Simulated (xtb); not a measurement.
C₄H₁₄OSi₂, SMILES O([SiH](C)C)[SiH](C)C. All values are semi-empirical tight-binding results from xtb (GFN2-xTB unless named), good for trends rather than for accurate numbers. Coordinates come from a GFN2-xTB optimisation. The values are those of a single conformer.

Optimised geometry:

Bond lengths (Å): C1–Si2 1.901, C1–H8 1.087, C1–H9 1.086, C1–H10 1.086, Si2–C3 1.901, Si2–O4 1.628, Si2–H11 1.467, C3–H12 1.086, C3–H13 1.086, C3–H14 1.087, O4–Si5 1.628, Si5–C6 1.901, Si5–C7 1.901, Si5–H15 1.467, C6–H16 1.087, C6–H17 1.086, C6–H18 1.086, C7–H19 1.086, C7–H20 1.087, C7–H21 1.086. Angles (°): Si2–C1–H8 111.6, Si2–C1–H9 110.9, Si2–C1–H10 111.5, H8–C1–H9 107.4, H8–C1–H10 107.6, H9–C1–H10 107.6, C1–Si2–C3 110.4, C1–Si2–O4 109.5, C1–Si2–H11 112.0, C3–Si2–O4 109.4, C3–Si2–H11 112.0, O4–Si2–H11 103.2, Si2–C3–H12 111.0, Si2–C3–H13 111.4, Si2–C3–H14 111.7, H12–C3–H13 107.6, H12–C3–H14 107.4, H13–C3–H14 107.6, Si2–O4–Si5 159.4, O4–Si5–C6 109.5, O4–Si5–C7 109.4, O4–Si5–H15 103.2, C6–Si5–C7 110.4, C6–Si5–H15 112.0, C7–Si5–H15 112.0, Si5–C6–H16 111.6, Si5–C6–H17 111.5, Si5–C6–H18 110.9, H16–C6–H17 107.6, H16–C6–H18 107.4, H17–C6–H18 107.6, Si5–C7–H19 111.0, Si5–C7–H20 111.7, Si5–C7–H21 111.4, H19–C7–H20 107.4, H19–C7–H21 107.6, H20–C7–H21 107.6.

A frequency run showed that this geometry is not a minimum.

Task: Estimate the properties. (Estimate from the structure and the level; the computed values follow.)

Result: 
```yaml
point_group_as_xtb_finds_it: Cs
orbital_gap: 5.92 eV
dipole_moment: 1.12 D
static polarisability (D4 model): 111.0 bohr³
solvation energy, GFN2-xTB/ALPB(water): 0.0 kcal/mol
solvation energy, GFN2-xTB/ALPB(thf): -6.2 kcal/mol
```

Computed atomic charges and the Wiberg bond orders between heavy atoms:
charges (e) C1 -0.21, Si2 0.53, C3 -0.21, O4 -0.44, Si5 0.53, C6 -0.21, C7 -0.21, H8 0.03, H9 0.03, H10 0.02, H11 -0.08, H12 0.03, H13 0.02, H14 0.04, H15 -0.08, H16 0.03, H17 0.02, H18 0.03, H19 0.03, H20 0.04, H21 0.02. Bond orders C1–Si2 0.89, Si2–C3 0.89, Si2–O4 1.08, O4–Si5 1.08, Si5–C6 0.89, Si5–C7 0.89.
